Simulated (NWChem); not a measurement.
# Relativistic effects in F$_{2}$In

SMILES: [In]([F])[F]
```xyz
3

In     0.0000     0.0000     0.2712
F      1.7086     0.0000    -0.7381
F     -1.7086     0.0000    -0.7381
```
Charge 0, spin multiplicity 2.

The numbers come from NWChem runs, not from measurements. The geometry was optimised at UB3LYP/def2-SVP with def2 effective core potentials on In, a minimum by its harmonic frequencies.

Functional PBE0, all-electron basis x2c-SVPall-2c, contracted for the X2C Hamiltonian and used here with ZORA. The ion keeps the geometry and has multiplicity 1 in the scalar run; the spin-orbit run starts from the same electron counts.

Relative cost: rough, from shared machines, SCF included, scalar ZORA = 1.

The spin multiplicity of the parent species was assumed, not shown to be that of its ground state. The structure started from a generated list of species. The stability of the SCF solutions was not checked.

```json
[
 {"Hamiltonian": "scalar ZORA", "ΔSCF ionisation energy (eV)": "10.08", "relative cost": "1"},
 {"Hamiltonian": "spin-orbit ZORA", "ΔSCF ionisation energy (eV)": "10.09", "relative cost": "under 3"}
]
```

From scalar ZORA to spin-orbit ZORA the ionisation energy stays essentially unchanged.
